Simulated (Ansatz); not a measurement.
A run for Ansatz (a program for electronic structure): SC-NEVPT2 on SA-CASSCF(10,8)/cc-pV(D+d)Z on CS (SMILES [C]=S), 2S+1 = 3, a spin state set in the input, which need not be the lowest. Files ending in .json are basis or fitting sets from the Basis Set Exchange.

Ansatz 0.2 input:
```yaml
crystal:
  periodic: [false, false, false]
  atoms:
    - {symbol: C, position_ang: [-0.00000000, -0.00000000, -1.14028575]}
    - {symbol: S, position_ang: [0.00000000, 0.00000000, 0.42760715]}
basis:
  gaussian:
    orbitals: cc-pV_D+d_Z.json
magnetization: {spin_polarized: false, initial_magnetization: 2}
correlation: {method: sc_nevpt2, electrons: outside_noble_gas, active_space: {window: {electrons: 10, orbitals: 8}, states: [{multiplicity: 1, weights: [1]}, {multiplicity: 3, weights: [1]}]}}
output: {orbitals: {seedname: ./end}}
```

Output:

```
WARN ansatz: RAYON_NUM_THREADS=1 ignored (pool sized by the plan → 1); use --threads N
Functional definition: HF
integrals: 0.01 GiB planned
655 factors; integrals over basis functions are off by at most 1.4e-7 eV
mean field: 0.08 GiB planned
mean field evaluation 1: about -11842.1948 eV, gradient 8.1e0 eV
mean field evaluation 2: about -11842.2011 eV, gradient 8.2e0 eV
mean field evaluation 4: about -11843.1509 eV, gradient 3.2e0 eV
mean field evaluation 8: about -11843.2813 eV, gradient 3.2e-1 eV
mean field evaluation 16: about -11839.5255 eV, gradient 3.0e1 eV
mean field evaluation 32: about -11841.9547 eV, gradient 2.1e-6 eV
mean field evaluation 64: about -11842.5950 eV, gradient 1.0e1 eV
mean field evaluation 96: about -11841.9547 eV, gradient 1.5e-4 eV
mean field -11843.28435465 eV, -435.2326723669 hartree, gradient 1.3e-6 eV, S^2 2.000000; 10 other end points of the search recorded, 0 dependent functions left out
reference -11843.28435465 eV, -435.2326723669 hartree; 12, 10 occupied and 25, 27 virtual orbitals, 655 factors
configuration interaction: 0.18 GiB planned
configuration interaction: 0.01 GiB planned
state -11848.78172249 eV, -435.4346969090 hartree
state -11848.78172249 eV, -435.4346969090 hartree; corrected -11852.64100787 eV, -435.5765230306 hartree
configuration interaction: 0.01 GiB planned
state -11845.36570680 eV, -435.3091606476 hartree
state -11845.36570680 eV, -435.3091606476 hartree; corrected -11849.18195622 eV, -435.4494052271 hartree
Total energy: -11850.91148204 eV, -435.5129641288 hartree
```

Self-consistency was reached. The last total energy is the mean of the averaged states.

Cost: about 10 core-seconds (a rough figure).
